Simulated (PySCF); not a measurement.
# What a mistake does to a calculation on C2H8NSi cation

All numbers below are calculated, not measured. The program is PySCF 2.14.0, an open-source quantum chemistry code, run on an isolated molecule that a program drew, which may never have been made. The molecule is C2H8NSi cation (charge +1, singlet), drawn as the SMILES string `C[Si+](C)N`.

Each row is a Hartree-Fock (HF) and frozen-core CCSD(T) single point in the cc-pV(D+d)Z basis, meant for a local HF minimum. Run 1 is clean. Each other run has one planted mistake out of seven kinds, and not every kind appears here: one electron removed, one electron added, multiplicity raised by two, geometry at a saddle point, minimal basis STO-3G, one bond length entered in bohr, all coordinates scaled. The reference is restricted for singlets and unrestricted otherwise, and also for a bond in bohr. Adding or removing an electron swaps singlet and doublet. Electrons count all cores. HOMO and LUMO are orbital energies over both spins, the gradient is its largest component, and the lowest frequency (negative if imaginary) is given only where the gradient is small. Bond lengths are over the 11 bonds as drawn. T1 is the CCSD diagnostic: over 0.02 (restricted) or 0.045 (unrestricted) a single reference is doubtful.

Geometry of the clean run:
```xyz
12
C2H8NSi cation, angstrom
C    -0.3813   -0.9673    0.2182
Si   -0.8833   -1.1651   -1.5337
C    -2.5919   -0.8455   -2.1156
N     0.2426   -1.6486   -2.6252
H    -0.9993   -1.6113    0.8509
H    -0.5572    0.0654    0.5341
H     0.6689   -1.2142    0.3755
H    -2.6960   -0.9987   -3.1900
H    -2.8759    0.1822   -1.8707
H    -3.2859   -1.5092   -1.5909
H     0.0555   -1.7818   -3.6042
H     1.2009   -1.8471   -2.3940
```

| run | electrons | basis functions | <S^2> | HOMO (eV) | LUMO (eV) | gradient (hartree/bohr) | lowest frequency (cm^-1) | mean bond (Å) | longest bond (Å) | T1 | HF (hartree) | CCSD(T) (hartree) | mistake |
|---|---|---|---|---|---|---|---|---|---|---|---|---|---|
| 1 | 40 | 105 | 0.000 | -17.58 | -2.78 | 2.3e-05 | 52 | 1.2614 | 1.833 | 0.0122 | -423.60440 | -424.21477 | no fault |
| 2 | 40 | 105 | 0.710 | -16.78 | -3.87 | 2.3e-02 | - | 1.3499 | 2.068 | 0.0540 | -423.47525 | -424.08267 | one bond length entered in bohr |
| 3 | 40 | 105 | 0.000 | -17.29 | -3.01 | 2.5e-02 | - | 1.2967 | 1.884 | 0.0134 | -423.59586 | -424.21338 | ? |
| 4 | 40 | 32 | 0.000 | -16.15 | -0.37 | 2.0e-02 | - | 1.2614 | 1.833 | 0.0198 | -418.70214 | -418.95923 | ? |

**Which mistake was planted in run 3, and what did it cost?**

The mean and the longest bond both change by the same factor, 1.028, and the gradient is no longer small. So the mistake is: all coordinates scaled. Subtracting run 1 and multiplying by 627.51 kcal/mol a hartree, the energy moved by 5.4 kcal/mol in HF and 0.9 kcal/mol in CCSD(T).

**Which mistake was planted in run 4, and what did it cost?**

It has 32 basis functions where the clean run has 105, with the same electrons and geometry. So the mistake is: minimal basis STO-3G. Subtracting run 1 and multiplying by 627.51 kcal/mol a hartree, the energy moved by 3076.2 kcal/mol in HF and 3297.9 kcal/mol in CCSD(T).

Cautions from the logs. Run 2: T1 is over the limit, so its CCSD(T) energy is less reliable.
